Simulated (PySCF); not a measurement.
## Electron correlation in Co²⁺ (cobalt, charge +2)

Starting occupation: [Ar] 3d7, 3d3/2 with m_j = -3/2, -1/2, +1/2, +3/2, 3d5/2 with m_j = +1/2, +3/2, +5/2. Computed with PySCF 2.14 in x2c-TZVPall-2c, with X2C-1e with screened-nucleus spin-orbit coupling, Gaussian nucleus. Frozen: [Ne]; 15 electrons correlated; the 6 highest virtual spinors left out.

MP2 pair energies summed by pair of shells (mhartree):

```
 pair   energy  share (%)
3d-3p  -164.39       38.8
3d-3d  -146.75       34.7
3p-3p   -55.89       13.2
3d-3s   -29.93        7.1
3p-3s   -22.99        5.4
3s-3s    -3.25        0.8
```

Total MP2 correlation energy: -423.19 mhartree.

The GHF reference relaxed away from the jj start to a determinant that is no pure jj level (⟨S²⟩ = 3.75, ⟨J²⟩ = 24.76); the energies belong to that determinant.

This basis was not built for core-valence correlation, so the inner-shell part is incomplete.
